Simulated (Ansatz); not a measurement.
Ansatz (an electronic-structure program) input file for C2H5BF2O, SMILES FB(F)[C@H](C)O, PBE-D3(BJ)/def2-SVP. 

Ansatz 0.2 input:
```yaml
crystal:
  periodic: [false, false, false]
  atoms:
    - {symbol: C, position_ang: [-1.66677699, -0.24287924, -0.79444910]}
    - {symbol: C, position_ang: [-0.53143987, -0.60072635, 0.17057984]}
    - {symbol: O, position_ang: [-0.87740019, -0.36604224, 1.52341559]}
    - {symbol: B, position_ang: [0.77300725, 0.20865490, -0.16986443]}
    - {symbol: F, position_ang: [1.27899025, 0.14589699, -1.39529541]}
    - {symbol: F, position_ang: [1.40688228, 0.96114686, 0.70646462]}
    - {symbol: H, position_ang: [-1.96145258, 0.81179578, -0.67322415]}
    - {symbol: H, position_ang: [-2.55703324, -0.86445586, -0.59691891]}
    - {symbol: H, position_ang: [-1.37035303, -0.40679950, -1.84218939]}
    - {symbol: H, position_ang: [-0.27076241, -1.67315620, -0.00017018]}
    - {symbol: H, position_ang: [-1.66978524, -0.88408187, 1.71719261]}
basis:
  gaussian:
    orbitals: def2-SVP
hamiltonian:
  xc: pbe
  dispersion: d3bj
relax: {f_tol: 0.002, max_steps: 200}
```

Output:

```
WARN ansatz: RAYON_NUM_THREADS=1 ignored (pool sized by the plan → 1); use --threads N
Functional definition: PBE
integrals: 0.05 GiB planned
1199 factors; their error is unknown
mean field: 0.30 GiB planned
mean field evaluation 1: about -10287.4314 eV, gradient 6.6e1 eV
mean field evaluation 2: about -10274.3950 eV, gradient 1.0e2 eV
mean field evaluation 4: about -10296.5948 eV, gradient 6.1e0 eV
mean field evaluation 8: about -10296.6675 eV, gradient 1.9e-1 eV
mean field evaluation 16: about -10296.6109 eV, gradient 6.2e-4 eV
mean field -10296.61087768 eV, -378.3934704611 hartree, gradient 4.4e-5 eV, S^2 0.000000; 0 other end points of the search recorded, 0 dependent functions left out
the calculation of the forces begins
reference -10296.61090934 eV, -378.3934716248 hartree; 24, 24 occupied and 85, 85 virtual orbitals, 1199 factors
relax step   1: F+E_penalty+E_count = -10296.80037971 eV  Δ(F+E_penalty+E_count) = +0.000e0 eV  max|allowed force component| = 3.631e-1 eV/Å  Δτ_max = 0.0000 Å  (28 SCF iters, accepted)
these checks for a lower state are left out or cut short: starts, cluster_reference, orbital_swaps, neighbouring_geometries, increment
integrals: 0.05 GiB planned
1199 factors; their error is unknown
mean field: 0.30 GiB planned
mean field -10296.62166344 eV, -378.3938668305 hartree, gradient 1.6e-5 eV, S^2 0.000000; 0 other end points of the search recorded, 0 dependent functions left out
the calculation of the forces begins
reference -10296.62169519 eV, -378.3938679974 hartree; 24, 24 occupied and 85, 85 virtual orbitals, 1199 factors
relax step   2: F+E_penalty+E_count = -10296.81055043 eV  Δ(F+E_penalty+E_count) = -1.017e-2 eV  max|allowed force component| = 1.386e-1 eV/Å  Δτ_max = 0.0107 Å  (32 SCF iters, accepted)
these checks for a lower state are left out or cut short: starts, cluster_reference, orbital_swaps, neighbouring_geometries, increment
integrals: 0.05 GiB planned
1199 factors; their error is unknown
mean field: 0.30 GiB planned
mean field evaluation 32: about -10296.6233 eV, gradient 1.6e-5 eV
mean field -10296.62326346 eV, -378.3939256303 hartree, gradient 1.6e-5 eV, S^2 0.000000; 0 other end points of the search recorded, 0 dependent functions left out
the calculation of the forces begins
reference -10296.62329526 eV, -378.3939267987 hartree; 24, 24 occupied and 85, 85 virtual orbitals, 1199 factors
relax step   3: F+E_penalty+E_count = -10296.81186857 eV  Δ(F+E_penalty+E_count) = -1.318e-3 eV  max|allowed force component| = 3.222e-2 eV/Å  Δτ_max = 0.0070 Å  (31 SCF iters, accepted)
these checks for a lower state are left out or cut short: starts, cluster_reference, orbital_swaps, neighbouring_geometries, increment
integrals: 0.05 GiB planned
1199 factors; their error is unknown
mean field: 0.30 GiB planned
mean field -10296.62309480 eV, -378.3939194322 hartree, gradient 1.6e-5 eV, S^2 0.000000; 0 other end points of the search recorded, 0 dependent functions left out
the calculation of the forces begins
reference -10296.62312659 eV, -378.3939206003 hartree; 24, 24 occupied and 85, 85 virtual orbitals, 1199 factors
relax step   4: F+E_penalty+E_count = -10296.81165311 eV  Δ(F+E_penalty+E_count) = +2.155e-4 eV  max|allowed force component| = 6.444e-2 eV/Å  Δτ_max = 0.0075 Å  (30 SCF iters, rejected (line search))
these checks for a lower state are left out or cut short: starts, cluster_reference, orbital_swaps, neighbouring_geometries, increment
integrals: 0.05 GiB planned
1199 factors; their error is unknown
mean field: 0.30 GiB planned
mean field -10296.62332308 eV, -378.3939278212 hartree, gradient 1.1e-5 eV, S^2 0.000000; 0 other end points of the search recorded, 0 dependent functions left out
the calculation of the forces begins
reference -10296.62335487 eV, -378.3939289893 hartree; 24, 24 occupied and 85, 85 virtual orbitals, 1199 factors
relax step   5: F+E_penalty+E_count = -10296.81193279 eV  Δ(F+E_penalty+E_count) = -6.422e-5 eV  max|allowed force component| = 1.365e-2 eV/Å  Δτ_max = 0.0038 Å  (24 SCF iters, accepted)
these checks for a lower state are left out or cut short: starts, cluster_reference, orbital_swaps, neighbouring_geometries, increment
integrals: 0.05 GiB planned
1199 factors; their error is unknown
mean field: 0.30 GiB planned
mean field -10296.62333768 eV, -378.3939283576 hartree, gradient 1.1e-5 eV, S^2 0.000000; 0 other end points of the search recorded, 0 dependent functions left out
the calculation of the forces begins
reference -10296.62336946 eV, -378.3939295255 hartree; 24, 24 occupied and 85, 85 virtual orbitals, 1199 factors
relax step   6: F+E_penalty+E_count = -10296.81195639 eV  Δ(F+E_penalty+E_count) = -2.360e-5 eV  max|allowed force component| = 5.080e-3 eV/Å  Δτ_max = 0.0041 Å  (24 SCF iters, accepted)
these checks for a lower state are left out or cut short: starts, cluster_reference, orbital_swaps, neighbouring_geometries, increment
integrals: 0.05 GiB planned
1199 factors; their error is unknown
mean field: 0.30 GiB planned
mean field -10296.62333806 eV, -378.3939283718 hartree, gradient 7.4e-6 eV, S^2 0.000000; 0 other end points of the search recorded, 0 dependent functions left out
the calculation of the forces begins
reference -10296.62336984 eV, -378.3939295396 hartree; 24, 24 occupied and 85, 85 virtual orbitals, 1199 factors
relax step   7: F+E_penalty+E_count = -10296.81196235 eV  Δ(F+E_penalty+E_count) = -5.955e-6 eV  max|allowed force component| = 6.946e-3 eV/Å  Δτ_max = 0.0019 Å  (23 SCF iters, accepted)
these checks for a lower state are left out or cut short: starts, cluster_reference, orbital_swaps, neighbouring_geometries, increment
integrals: 0.05 GiB planned
1199 factors; their error is unknown
mean field: 0.30 GiB planned
mean field evaluation 64: about -10296.6233 eV, gradient 1.6e-5 eV
mean field -10296.62333477 eV, -378.3939282510 hartree, gradient 1.6e-5 eV, S^2 0.000000; 0 other end points of the search recorded, 0 dependent functions left out
the calculation of the forces begins
reference -10296.62336654 eV, -378.3939294184 hartree; 24, 24 occupied and 85, 85 virtual orbitals, 1199 factors
relax step   8: F+E_penalty+E_count = -10296.81198114 eV  Δ(F+E_penalty+E_count) = -1.879e-5 eV  max|allowed force component| = 1.176e-2 eV/Å  Δτ_max = 0.0087 Å  (31 SCF iters, accepted)
these checks for a lower state are left out or cut short: starts, cluster_reference, orbital_swaps, neighbouring_geometries, increment
integrals: 0.05 GiB planned
1199 factors; their error is unknown
mean field: 0.30 GiB planned
mean field -10296.60709534 eV, -378.3933314629 hartree, gradient 1.6e-5 eV, S^2 0.000000; 0 other end points of the search recorded, 0 dependent functions left out
the calculation of the forces begins
reference -10296.60712710 eV, -378.3933326301 hartree; 24, 24 occupied and 85, 85 virtual orbitals, 1199 factors
relax step   9: F+E_penalty+E_count = -10296.79552299 eV  Δ(F+E_penalty+E_count) = +1.646e-2 eV  max|allowed force component| = 7.966e-1 eV/Å  Δτ_max = 0.0232 Å  (31 SCF iters, rejected (line search))
these checks for a lower state are left out or cut short: starts, cluster_reference, orbital_swaps, neighbouring_geometries, increment
integrals: 0.05 GiB planned
1199 factors; their error is unknown
mean field: 0.30 GiB planned
mean field -10296.62334772 eV, -378.3939287266 hartree, gradient 1.6e-5 eV, S^2 0.000000; 0 other end points of the search recorded, 0 dependent functions left out
the calculation of the forces begins
reference -10296.62337947 eV, -378.3939298937 hartree; 24, 24 occupied and 85, 85 virtual orbitals, 1199 factors
relax step  10: F+E_penalty+E_count = -10296.81199752 eV  Δ(F+E_penalty+E_count) = -1.637e-5 eV  max|allowed force component| = 2.883e-3 eV/Å  Δτ_max = 0.0074 Å  (31 SCF iters, accepted)
these checks for a lower state are left out or cut short: starts, cluster_reference, orbital_swaps, neighbouring_geometries, increment
integrals: 0.05 GiB planned
1199 factors; their error is unknown
mean field: 0.30 GiB planned
mean field -10296.62334447 eV, -378.3939286072 hartree, gradient 1.6e-5 eV, S^2 0.000000; 0 other end points of the search recorded, 0 dependent functions left out
the calculation of the forces begins
reference -10296.62337622 eV, -378.3939297740 hartree; 24, 24 occupied and 85, 85 virtual orbitals, 1199 factors
relax step  11: F+E_penalty+E_count = -10296.81200291 eV  Δ(F+E_penalty+E_count) = -5.393e-6 eV  max|allowed force component| = 2.823e-3 eV/Å  Δτ_max = 0.0074 Å  (30 SCF iters, accepted)
these checks for a lower state are left out or cut short: starts, cluster_reference, orbital_swaps, neighbouring_geometries, increment
integrals: 0.05 GiB planned
1199 factors; their error is unknown
mean field: 0.30 GiB planned
mean field -10296.62334485 eV, -378.3939286211 hartree, gradient 8.6e-5 eV, S^2 0.000000; 0 other end points of the search recorded, 0 dependent functions left out
the calculation of the forces begins
reference -10296.62337659 eV, -378.3939297878 hartree; 24, 24 occupied and 85, 85 virtual orbitals, 1199 factors
relax step  12: F+E_penalty+E_count = -10296.81200376 eV  Δ(F+E_penalty+E_count) = -8.486e-7 eV  max|allowed force component| = 7.844e-4 eV/Å  Δτ_max = 0.0016 Å  (20 SCF iters, accepted)
integrals: 0.05 GiB planned
1199 factors; their error is unknown
mean field: 0.30 GiB planned
mean field evaluation 96: about -10296.6062 eV, gradient 6.2e0 eV
mean field -10296.62334485 eV, -378.3939286211 hartree, gradient 8.6e-5 eV, S^2 0.000000; 1 other end points of the search recorded, 0 dependent functions left out
the calculation of the forces begins
reference -10296.62337659 eV, -378.3939297878 hartree; 24, 24 occupied and 85, 85 virtual orbitals, 1199 factors
Total energy: -10296.81203550 eV, -378.4008628749 hartree
Atom 0 at    -1.671138    -0.239170    -0.792218 Å, force    -0.000362     0.000143    -0.000230 eV/Å
Atom 1 at    -0.531169    -0.603433     0.174652 Å, force     0.000501    -0.000312     0.000186 eV/Å
Atom 2 at    -0.873855    -0.376492     1.534371 Å, force     0.000038     0.000202     0.000041 eV/Å
Atom 3 at     0.780000     0.209085    -0.171420 Å, force    -0.000630     0.000321     0.000784 eV/Å
Atom 4 at     1.309318     0.118257    -1.394352 Å, force     0.000421     0.000142    -0.000022 eV/Å
Atom 5 at     1.402656     0.996275     0.695874 Å, force     0.000123    -0.000319    -0.000716 eV/Å
Atom 6 at    -1.970796     0.820690    -0.662759 Å, force     0.000048    -0.000132    -0.000056 eV/Å
Atom 7 at    -2.566520    -0.868295    -0.598621 Å, force     0.000005     0.000113     0.000014 eV/Å
Atom 8 at    -1.375268    -0.395944    -1.849079 Å, force     0.000060    -0.000060     0.000097 eV/Å
Atom 9 at    -0.267686    -1.681199    -0.009288 Å, force    -0.000174     0.000125    -0.000071 eV/Å
Atom 10 at    -1.681665    -0.890421     1.718383 Å, force    -0.000031    -0.000222    -0.000028 eV/Å
Dipole moment:    -0.422673    -0.314206    -0.118016 e Å
```

The run converged.
